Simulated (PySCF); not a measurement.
**Excitation energy of Te by level of theory**

Te [Kr] 4d10 5s2 5p4 (3P) → Te [Kr] 4d10 5s2 5p3 5d1 (5D), as a difference of total energies. All numbers are calculated (PySCF 2.14, scalar relativity through the core potential, in aug-cc-pVTZ-PP with one added diffuse shell each of d, f type with ECP28MDF (6s5p5d3f, 67 functions)). Correlated levels: valence: 4s2 4p6 4d10 frozen. The calculations carry no spin-orbit coupling.

| method | excitation energy (eV) |
| --- | --- |
| UHF | 5.874 |
| LDA | 6.540 |
| PBE | 6.256 |
| PBE0 | 6.360 |
| r2SCAN | 6.467 |
| r2SCAN0 | 6.512 |
| M06 | 6.425 |
| BLYP | 6.422 |
| BHandHLYP | 6.630 |
| MP2 (valence) | 6.317 |
| SCS-MP2 (valence) | 6.462 |

Errors of the correlated levels include the incompleteness of this basis and the frozen core.

Q: Which method comes closest to the reference value, and which is furthest?

A: The reference is 6.655 eV (measured; NIST levels, between the centres of gravity of the two terms). Closest: BHandHLYP (error -0.025 eV); furthest: UHF (error -0.781 eV).
